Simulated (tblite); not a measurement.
Compound: C5H12N2Si.
Atom-mapped SMILES: `[CH2:1]=[N:2][C@@H:3]1[CH2:4][CH2:5][N:6]([SiH3:7])[CH2:8]1` (hydrogens: H9, H10 on C1; H11 on C3; H12, H13 on C4; H14, H15 on C5; H16, H17, H18 on Si7; H19, H20 on C8)

Geometry (GFN2-xTB, Å), atoms numbered from 1 in this order:
```
atom  x, y, z in Å
C1     3.270    0.638   -0.147
N2     2.078    0.678   -0.520
C3     1.113   -0.222    0.033
C4     0.385   -0.979   -1.098
C5    -1.040   -0.418   -1.076
N6    -1.237   -0.043    0.302
Si7   -2.754    0.168    1.064
C8    -0.012    0.586    0.719
H9     3.971    1.335   -0.584
H10    3.663   -0.062    0.600
H11    1.572   -0.929    0.744
H12    0.877   -0.811   -2.054
H13    0.379   -2.047   -0.884
H14   -1.106    0.458   -1.738
H15   -1.790   -1.146   -1.384
H16   -2.474    0.108    2.498
H17   -3.575   -0.945    0.586
H18   -3.449    1.433    0.765
H19    0.054    1.626    0.365
H20    0.072    0.583    1.805
```

All values are computed: GFN2-xTB (tblite) harmonic vibrations without scaling, gas phase. This tight-binding method is rough: wavenumbers can miss measured ones by several per cent, in bad cases by 10 to 20. Modes of hydrogen on silicon can be 10 to 20 % off. One conformer, not necessarily the lowest.

Harmonic wavenumbers (cm⁻¹): 26.9, 69.1, 87.2, 127.3, 218.5, 275.3, 328.0, 349.0, 382.9, 478.9, 562.1, 608.2, 659.1, 720.8, 738.4, 763.3, 817.7, 819.7, 870.4, 906.2, 983.8, 988.2, 1020.8, 1027.6, 1076.3, 1085.9, 1126.0, 1137.3, 1178.4, 1196.7, 1216.1, 1251.4, 1285.4, 1286.6, 1309.7, 1321.3, 1336.7, 1421.7, 1462.3, 1476.1, 1485.6, 1756.1, 2156.6, 2254.6, 2261.3, 2817.2, 2855.9, 2857.9, 2860.7, 2989.7, 2991.2, 3005.0, 3016.5, 3072.3.

A = 4527, B = 898.1, C = 796.6 MHz; mass 128.077 u (most abundant isotopes); point group C1, symmetry number 1.

Question: Zero-point energy?

Answer: ½Σν̃ = 35189 cm⁻¹ = 100.61 kcal/mol.

Question: What is S at 273.15 K and 1 bar for an ideal gas of classical rigid rotors and harmonic oscillators?

Answer: Translation 40.05, rotation 28.72, vibration 25.94: S = 94.7 cal/(mol K).

Question: And Cp and H(273.15 K) − H(0)?

Answer: Cp = 34.58 cal/(mol K), of which vibrations give 26.63 (their classical limit is 54 R = 107.3); H(273.15 K) − H(0) = 5.76 kcal/mol without the zero-point energy, 3.58 from vibrations.

Question: How do the functions run with temperature in this model?

Answer: 
| T (K) | S (cal/(mol K)) | Cp (cal/(mol K)) | H − H(0) (kcal/mol) | G − H(0) (kcal/mol) | ln q(vib) |
| --- | --- | --- | --- | --- | --- |
| 150 | 78.3 | 22.0 | 2.30 | -9.44 | 3.46 |
| 250 | 91.8 | 32.0 | 4.99 | -17.96 | 5.89 |
| 298.15 | 97.9 | 37.4 | 6.66 | -22.52 | 7.05 |
| 400 | 110.4 | 48.5 | 11.04 | -33.13 | 9.55 |
| 600 | 133.6 | 66.0 | 22.60 | -57.57 | 14.53 |
| 900 | 163.8 | 82.8 | 45.13 | -102.33 | 21.84 |

q(vib) and H(0) count from the zero-point level.

Question: What must be added to the electronic energy to get the Gibbs energy at 273.15 K and 1 bar?

Answer: ZPE + [H(273.15 K) − H(0)] − T·S = 100.61 + 5.76 − 25.87 = 80.50 kcal/mol.

Question: Blend soft modes into free rotors: weight 1/[1 + (100 cm⁻¹/ν̃)⁴] for the oscillator and the rest for a rotor with moment μB/(μ + B), μ = h/(8π²ν), B = 10⁻⁴⁴ kg m². What vibrational entropy results?

Answer: 22.97 cal/(mol K) in place of 25.94, which changes −T·S at 273.15 K by +0.81 kcal/mol.

Question: Which modes carry the vibrational entropy at 273.15 K?

Answer: 26.9 cm⁻¹: 5.87; 69.1 cm⁻¹: 4.01; 87.2 cm⁻¹: 3.55; 127.3 cm⁻¹: 2.82; 218.5 cm⁻¹: 1.81; 275.3 cm⁻¹: 1.41 cal/(mol K); the other 48 give 6.46 together.

Hindered rotation and anharmonicity are outside this model. Other conformers, if any are populated, would add a mixing term that is left out. The structure is chiral; the term R ln 2 for an equal mix with its mirror image is left out.
